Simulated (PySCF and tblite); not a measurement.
Values are calculated unless marked as measured or tabulated.
System: C4H5F4Si (charge +1), numbered as in [CH2:1]=[C:2]([F:3])[C+:4]([CH3:5])[Si:6]([F:7])([F:8])[F:9].

Motion: rotation about the C2–C4 bond (torsion C1–C2–C4–C5 from 180° to 360°, rising). GFN2-xTB gives an electronic barrier of 20.8 kcal/mol and a reaction energy of 2.4 kcal/mol.

The ion is treated without a counter-ion.

What does PBE0/pcSseg-1 + D3(BJ) give on GFN2-xTB geometries?

A barrier of 30.8 kcal/mol, 10.0 above the tight-binding barrier (from unrounded values), a reaction energy of 2.2 kcal/mol and, with GFN2-xTB thermal terms, ΔG‡(298 K) = 29.0 kcal/mol and k = 7.3×10⁻⁹ s⁻¹ (2 equivalent paths).

Programs: tblite and PySCF.
